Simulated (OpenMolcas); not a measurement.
# Exact exchange and the HOMO–LUMO gap of SiHCl2F

The species is SiHCl2F (5 atoms), meant as a singlet with charge 0. As SMILES, `F[SiH](Cl)Cl`. The shape is that of a PBE0-D4/def2-TZVP optimisation.

The HOMO–LUMO gap y, in eV, basis def2-SVPD; a is the functional's share of exact exchange. Programs: OpenMolcas 26.06.

```
functional     program     a  y (eV)
       PBE  OpenMolcas     0    7.37
    r2SCAN  OpenMolcas     0    8.23
     B3LYP  OpenMolcas   0.2    9.15
      PBE0  OpenMolcas  0.25       ?
     BHLYP  OpenMolcas   0.5   11.81
```

**Question.** Fit y = c + s·a to the known rows and predict PBE0.

**Answer.** 
1. Means of the 4 rows: a = 0.1750, y = 9.140.
2. Σ(Δa)² = 0.1675, Σ(Δa·Δy) = 1.337, so the slope is 1.337/0.1675 = 7.9821.
3. Intercept: 9.140 − (7.9821) × 0.1750 = 7.743. The largest residual of the fit is 0.49.
4. PBE0: 7.743 + (7.9821) × 0.25 = 9.74 eV.

The run gave 9.71 eV, so the prediction is off by +0.03 eV, within the largest residual. Exact exchange lowers occupied levels and raises empty ones. The rows mix families of semi-local functionals, which the line can't see.
